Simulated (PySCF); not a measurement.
## A small calculation by hand: entropy of an ideal gas

In(NH2)3 (H6InN3), SMILES [NH2][In]([NH2])[NH2].

The structure is a stationary point at B3LYP-D3(BJ)/def2-SVP. The structure was generated by enumeration; whether it is a known compound was not checked. The def2 effective core potentials stand for the cores of In; spin–orbit coupling is left out. Other conformers were not sampled.

B3LYP-D3(BJ)/def2-SVP in PySCF 2.14.0 gives the harmonic wavenumbers 107, 114, 138, 144, 215, 224, 412, 419, 448, 583, 598, 598, 718, 801, 801, 1525, 1531, 1539, 3511, 3512, 3513, 3605, 3607, 3607 cm⁻¹ and the rotational temperatures 0.2216, 0.2174, 0.1107 K. The molar mass is 162.89 g/mol, the symmetry number 1, the spin multiplicity 1.

### Question
Work out the entropy at 298.15 K and 1 atm in the rigid-rotor, harmonic-oscillator model.

### Answer

Translation (Sackur–Tetrode at 1 atm): S = R[1.5 ln M + 2.5 ln T − 1.16487] = 172.3 J/(mol K).
Rotation: q = (√π/σ) T^1.5/√(θA θB θC) = 125000, S = R[ln q + 3/2] = 110.0 J/(mol K).
Vibration: with u = 1.4388 ν/T, each mode gives R[u/(e^u − 1) − ln(1 − e^−u)]:
```
ν (cm⁻¹)  modes     u  S (J/(mol K))
--------  -----  ----  -------------
107           1  0.52          13.90
114           1  0.55          13.39
138           1  0.67          11.85
144           1  0.69          11.51
215           1  1.04           8.37
224           1  1.08           8.06
412           1  1.99           3.85
419           1  2.02           3.75
448           1  2.16           3.35
583           1  2.81           2.01
598           2  2.89           3.79
718           1  3.46           1.19
801           2  3.87           1.73
1525          1  7.36           0.04
1531          1  7.39           0.04
1539          1  7.43           0.04
```
The stiffer modes add less than 0.005 each. Sum 86.9 J/(mol K).
Spin: R ln 1 = 0.0 J/(mol K).
Total 369.2 J/(mol K); the program's own thermochemistry gives 369.2. Translation makes up 47 % and vibration 24 %. Anharmonicity, hindered rotation and orbital degeneracy are left out.
